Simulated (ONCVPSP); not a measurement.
Se: excitation energies, all-electron against ONCV

```json
{"Element": "selenium (Se)", "Generator": "ONCVPSP 4.0.1", "Type": "optimised norm-conserving Vanderbilt (ONCV)", "Functional": "PBEsol", "Relativity": "scalar-relativistic", "Frozen core": "[Ne]", "Valence charge": "24", "Reference configuration": "3s2 3p6 3d10 4s2 4p4", "Partial waves": "3s+4s: rc 0.95 bohr, ncon 3, nbas 6, qcut 14.3 1/bohr, 2 projectors; 3p+4p: rc 0.90 bohr, ncon 4, nbas 9, qcut 17 1/bohr, 2 projectors; 3d: rc 0.90 bohr, ncon 5, nbas 10, qcut 19.9 1/bohr, 2 projectors, debl 4.3 Ha", "Local potential": "polynomial inside 0.70 bohr (lpopt 3, dvloc0 0 Ha)", "Core correction": "Teter function, fcfact 4.75, rcfact 1.3"}
```

Energies are relative to the spin-unpolarised reference configuration 3s2 3p6 3d10 4s2 4p4; without spin polarisation the order of configurations can differ from experiment.

```tsv
valence configuration	charge	ΔE all-electron (eV)	error AE − PS (meV)
3s2 3p6 3d10 4s2 4p3	+1	10.850	-0.5
3s2 3p6 3d10 4s2 4p2	+2	31.217	-2.0
```

What are ΔE and the potential's error for 3s2 3p6 3d10 4s2 4p1?

ΔE = 62.119 eV all-electron; the error (AE − PS) is -4.3 meV.

What are ΔE and the potential's error for 3s2 3p6 3d10 4s2 4p0?

ΔE = 104.330 eV all-electron; the error (AE − PS) is -7.3 meV.

Levels in the configuration 3s2 3p6 3d10 4s2 4p3:

```tsv
level	all-electron (eV)	pseudo (eV)
3s	-223.601	-223.600
3p	-163.264	-163.262
3d	-63.610	-63.611
4s	-26.876	-26.875
4p	-15.418	-15.417
```
